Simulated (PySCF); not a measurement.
## MF for M along group 11

CCSD(T) with triple-zeta basis sets in PySCF, for the lowest determinant that a PBE0 search found; no spin–orbit coupling. De refers to high-spin ground-configuration atoms.

| M | basis | reference, frozen orbitals | state (unpaired electrons) | Re (Å) | ωe (cm⁻¹) | De (eV) |
| --- | --- | --- | --- | --- | --- | --- |
| Cu | x2c-TZVPPall | RHF, 6 | singlet (closed shell) | 1.752 | 600 | 3.99 |
| Ag | def2-TZVPP | RHF, 1 | singlet (closed shell) | 1.981 | 513 | 3.23 |
| Au | def2-TZVPP | RHF, 1 | singlet (closed shell) | 1.934 | 559 | 2.79 |

The shortest bond is that of CuF (1.752 Å), the longest that of AgF (1.981 Å). CuF is bound most strongly (3.99 eV) and AuF least (2.79 eV).

The rows differ in basis set, which adds steps of its own.

Down a group the atoms grow and get heavier, so bonds lengthen and wavenumbers fall; the exceptions here are the shorter bond at Au and the higher wavenumber at Au. Relativity and the filled 4f shell contract the atoms of the sixth period.

Correlated steps freeze the inner cores (1 to 6 orbitals); shallow outer-core shells are correlated. These are scalar-relativistic numbers at best; spin–orbit coupling would shift them, the dissociation energy most. Where the molecule has an RHF reference, its open-shell atoms are computed with UHF. The CCSD T1 diagnostic is raised in AgF, AuF, CuF, a sign that a single reference may not be enough there.
